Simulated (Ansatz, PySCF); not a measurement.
Gas-phase reaction (SMILES): CB(C)C + Cl (HCl) -> CB(C)Cl [chloro(dimethyl)borane] + C (CH4); hydrogen chloride cleaves one B-C bond, a model of a ligand-exchange step.

Each molecule is optimised on its own at B3LYP-D3(BJ)/def2-TZVP (Ansatz, a quantum-chemistry and plane-wave program). Valence correlation only, unless marked. Spin-orbit coupling is left out. Non-relativistic. Basis-set limits of correlation are two-point, X^-3; Hartree-Fock from the larger set. The bracket is a focal-point correction in the basis named. Thermal terms are rigid-rotor harmonic-oscillator values from B3LYP-D3(BJ) frequencies (Ansatz or PySCF) at 298.15 K and 1 atm. 1 Eh = 627.5095 kcal/mol.

```
species   E, RI-MP2/CBS(aug-cc-pV(T+d)Z,aug-cc-pV(Q+d)Z)+[CCSD(T)-MP2]/aug-cc-pV(T+d)Z (Ansatz) (Eh)  E, PBE/def2-TZVPD (Ansatz) (Eh)  H - E (Eh)
--------  ------------------------------------------------------------------------------------------  -------------------------------  ----------
CB(C)C                                                                                    -144.39059                       -144.42813     0.12045
Cl (HCl)                                                                                  -460.37874                       -460.62833     0.01000
CB(C)Cl                                                                                   -564.34833                       -564.63358     0.08494
C (CH4)                                                                                    -40.46129                        -40.46301     0.04840
```

Task: Work out ΔE and ΔH at 298.15 K at the first level, then ΔH at the second.

Result: 
1. ΔE = [(-564.34833) + (-40.46129)] - [(-144.39059) + (-460.37874)] = -0.04029 Eh = -25.3 kcal/mol at RI-MP2/CBS(aug-cc-pV(T+d)Z,aug-cc-pV(Q+d)Z)+[CCSD(T)-MP2]/aug-cc-pV(T+d)Z.
2. The terms H - E add up to 0.00289 Eh, so ΔH = (-0.04029 + (0.00289))×627.5095 = -23.5 kcal/mol.
3. At PBE/def2-TZVPD the same steps give ΔE = -25.2 and ΔH = -23.4 kcal/mol, a shift of +0.1 from the first level.
4. These values are not checked against measurement here, since the tables used lack a sound gas-phase enthalpy of formation for at least one species.
